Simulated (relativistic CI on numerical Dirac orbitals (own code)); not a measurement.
## What each ingredient does to the levels of Eu XLV

Base calculation: Dirac-Coulomb-Breit CI, KLI orbitals optimised for each configuration, QED by a radiative potential, unscaled Slater integrals.

CI space (outside the closed core [Ne]): 3s2.3p6.3d, 3s2.3p5.3d2, 3s.3p6.3d2, 3s2.3p6.4s, 3s2.3p6.4p, 3s2.3p6.4d, 3s2.3p5.3d.4s, 3s2.3p6.4f, 3s2.3p5.3d.4p, 3s2.3p5.3d.4d, 3s.3p6.3d.4s, 3p6.3d2.4p, 3s2.3p5.3d.4f, 3s.3p6.3d.4p, 3s.3p6.3d.4d, 3s2.3p6.5s, 3s.3p6.3d.4f, 3s2.3p6.5p, 3s2.3p6.5d, 3s2.3p6.5f, 3s2.3p6.5g, 3p6.3d3, 3p5.3d4, 3p5.3d3.4s, 3p6.3d2.4s, 3p5.3d2.4s2, 3p6.3d2.4d, 3p5.3d3.4d, 3p5.3d2.4s.4d. Double excitations out of closed p, d and f shells are left out; levels of such configurations are missing from the list, as are those of other unlisted configurations, and high levels can miss mixing partners. These lack a partner that the ground configuration has and come out too high: 3s2.3p5.3d.4p, 3s2.3p5.3d.4f.

Variants: (1) configuration mixing switched off; (2) Breit term removed. Shifts of the energy above 3s2.3p6.3d 2D_3/2, in eV, for the lowest level and the first level of each name with at least 55 % of one term (blank where a level changes its place among those of its configuration and J or its character, or is not in the variant):

```
               Level     Base    Δ(1)    Δ(2)
   3s2.3p6.3d 2D_3/2    0.000   0.000   0.000
   3s2.3p6.3d 2D_5/2   35.934  +0.026  +1.067
 3s2.3p5.3d2 4D°_1/2  203.955  -0.924  +0.915
 3s2.3p5.3d2 4G°_9/2  239.995  -0.772  +2.438
3s2.3p5.3d2 2H°_11/2  248.400  -0.734  +3.098
3s2.3p5.3d2 4G°_11/2  277.518  -0.732  +3.632
 3s2.3p5.3d2 2F°_5/2  284.691  -0.596  +2.403
 3s2.3p5.3d2 2P°_1/2  288.611  -0.854  +2.047
   3s.3p6.3d2 4F_3/2  538.877  -0.604  +0.756
   3s.3p6.3d2 4F_5/2  545.981  -0.650  +1.028
   3s.3p6.3d2 4P_1/2  561.467  -0.550  +0.514
   3s.3p6.3d2 4F_7/2  572.702  -0.602  +2.091
   3s.3p6.3d2 4P_3/2  582.459  -0.593  +1.466
   3s.3p6.3d2 4F_9/2  585.043  -0.587  +2.675
```

At this charge energies of transitions that change n are usually good to better than 1 %, and those within a shell (Δn = 0) to a few per cent.

Ionisation energy from the two ground configurations alone: base 3509.88 eV; Breit term removed 3512.08 eV. The NIST ASD value (theoretical) is 3510 eV.

LS names give the leading component of a level, which can be under half, so a name can repeat, a term be missing and a line seem to break the LS rules.
